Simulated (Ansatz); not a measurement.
Calculated with Ansatz (gas phase, PBE0-D4/def2-TZVP geometries, no zero-point term in ΔE). CCSD(T)/CBS is the MP2 limit (def2-TZVPP, def2-QZVPP) plus CCSD(T) − MP2 in def2-TZVPP, frozen cores. This one scheme is used for every species. Functionals use def2-TZVPP. B3LYP here is the variant with VWN-RPA as its local correlation; programs differ in this. HSE06 is defined as in plane-wave codes. For Ga outer-core shells are correlated without core-valence functions, which leaves a few kJ/mol of doubt a bond. Scalar relativity is left out up to krypton. One conformer a species, not always the lowest.

Reaction (cleavage of the Ga–Si bond): `CN[SiH2][GaH2]` + `[OH][AlH2]` → `[AlH2][O][GaH2]` + `CN[SiH3]`

```json
{"level": "BLYP-D4", "ΔE (kJ/mol)": "-69.2", "difference from CCSD(T)/CBS": "2.1"}
{"level": "r2SCAN-D4", "ΔE (kJ/mol)": "-70.7", "difference from CCSD(T)/CBS": "0.6"}
{"level": "PBE0-D4", "ΔE (kJ/mol)": "-58.3", "difference from CCSD(T)/CBS": "13.0"}
{"level": "B3LYP-D4", "ΔE (kJ/mol)": "-71.6", "difference from CCSD(T)/CBS": "-0.3"}
{"level": "r2SCAN0-D4", "ΔE (kJ/mol)": "-70.4", "difference from CCSD(T)/CBS": "0.9"}
{"level": "CAM-B3LYP-D4", "ΔE (kJ/mol)": "-78.6", "difference from CCSD(T)/CBS": "-7.3"}
{"level": "ωB97M-V", "ΔE (kJ/mol)": "-71.9", "difference from CCSD(T)/CBS": "-0.6"}
{"level": "PBE-QIDH", "ΔE (kJ/mol)": "-72.2", "difference from CCSD(T)/CBS": "-0.9"}
{"level": "BLYP", "ΔE (kJ/mol)": "-72.4", "difference from CCSD(T)/CBS": "-1.1"}
{"level": "r2SCAN0", "ΔE (kJ/mol)": "-71.1", "difference from CCSD(T)/CBS": "0.2"}
{"level": "HSE06", "ΔE (kJ/mol)": "-59.9", "difference from CCSD(T)/CBS": "11.4"}
{"level": "HF/def2-SVP", "ΔE (kJ/mol)": "-104.0", "difference from CCSD(T)/CBS": "-32.7"}
{"level": "MP2/def2-SVP", "ΔE (kJ/mol)": "-100.7", "difference from CCSD(T)/CBS": "-29.4"}
{"level": "CCSD/def2-SVP", "ΔE (kJ/mol)": "-95.2", "difference from CCSD(T)/CBS": "-23.9"}
{"level": "MP2/def2-QZVPP", "ΔE (kJ/mol)": "-80.6", "difference from CCSD(T)/CBS": "-9.3"}
{"level": "SCS-MP2/def2-QZVPP", "ΔE (kJ/mol)": "-85.5", "difference from CCSD(T)/CBS": "-14.2"}
{"level": "CCSD(T)/CBS", "ΔE (kJ/mol)": "-71.3", "difference from CCSD(T)/CBS": "0"}
```

(1) What do rigid-rotor, harmonic-oscillator terms from PBE0-D4/def2-TZVP frequencies (298.15 K, 1 bar) make of the CCSD(T)/CBS value? (Best estimate.)

Largest T1 diagnostic among the species: 0.015.

Results:

(1) Computed: ΔZPE = -3.8 kJ/mol, ΔH = -75.5 kJ/mol, ΔS = 2 J/(mol·K), ΔG = -76.0 kJ/mol.

From PBE to PBE0 (25 % exact exchange), in def2-TZVPP and without D4, ΔE moves by −4.0 kJ/mol. In def2-TZVPP, CCSD(T) changes the Hartree–Fock value by +17.9 kJ/mol (the triples alone add +1.2 kJ/mol) and MP2 by +11.7 kJ/mol. Leaving LDA and LC-ωPBE aside and taking each functional with its dispersion term where it has one, the values, not all of them listed here, spread over 26.2 kJ/mol, from B2PLYP to revPBE-D4.
